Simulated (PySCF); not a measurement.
Job for PySCF: U-HF/LANL2DZ on H3NSe (SMILES N[SeH]), a point of a bond scan (R = 2.024 Å).

```python
from pyscf import gto, scf, dft, mp
from pyscf.data.elements import chemcore

mol = gto.M(
    atom='''
    Se   -0.04297444    0.31558987    0.23261758
    H    -1.26689466    0.77294197   -0.47788287
    N     0.36656617   -1.22733427   -0.72479358
    H     0.72919303   -0.79405083   -2.66809630
    H    -0.38581730   -1.90096526   -0.66111496
    ''',
    basis='lanl2dz',
    ecp={'Se': 'lanl2dz'},
    charge=0, spin=0, verbose=3, max_memory=1800)
mf = scf.UHF(mol)
mf.conv_tol = 1e-8
mf.max_cycle = 100
mf.init_guess_breaksym = True
mf.kernel()
if not mf.converged:
    mf = mf.newton().run(mf.mo_coeff, mf.mo_occ)
for _ in range(4):
    mo, _, stable, _ = mf.stability(return_status=True)
    if stable:
        break
    mf.kernel(mf.make_rdm1(mo, mf.mo_occ))
```

The log:

```
converged SCF energy = -64.9528646090767  <S^2> = 2.3831463e-08  2S+1 = 1
<class 'pyscf.scf.uhf.UHF'> wavefunction has an internal instability
converged SCF energy = -65.0210066591235  <S^2> = 0.8946009  2S+1 = 2.1397204
<class 'pyscf.scf.uhf.UHF'> wavefunction is stable in the internal stability analysis
```

Self-consistency was reached. Its determinant has ⟨S²⟩ = 0.89, a mixture of spin states.

Cost: around 1.1 core-seconds (rough).
